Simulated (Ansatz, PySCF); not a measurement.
This PySCF input computes a CCSD(T)/cc-pVDZ energy:

```python
from pyscf import gto, scf, mp, cc as ccmod

mol = gto.M(
    atom='''
    N    -0.00000000   -0.00000000   -0.79798120
    N     0.00000000    0.00000000    0.79798120
    ''',
    basis='cc-pvdz',
    charge=0,
    spin=4,
    symmetry='D2h',
    verbose=4,
)

mf = scf.UHF(mol)
mf.conv_tol = 1e-10
mf.max_cycle = 100
mf.kernel()
mp2 = mp.MP2(mf, frozen=2).run()
cc = ccmod.CCSD(mf, frozen=2)
cc.max_cycle = 100
cc.kernel()
et = cc.ccsd_t()
print(f'E(CCSD(T)) = {cc.e_tot + et:.9f}')
```

Problem. Write an input for the same energy in Ansatz (a quantum-chemistry and plane-wave program) and say what it gives.

Solution. 
Ansatz 0.2 input:
```yaml
crystal:
  periodic: [false, false, false]
  atoms:
    - {symbol: N, position_ang: [-0.00000000, -0.00000000, -0.79798120]}
    - {symbol: N, position_ang: [0.00000000, 0.00000000, 0.79798120]}
basis:
  gaussian:
    orbitals: cc-pVDZ
magnetization: {spin_polarized: true, initial_magnetization: 4}
correlation: {method: ccsd_t, electrons: outside_noble_gas}
```
It gives -108.95376 Eh, and PySCF -108.95376 Eh, a difference of 0.00 mEh.

The spin state was set by rule; other spins were not relaxed.
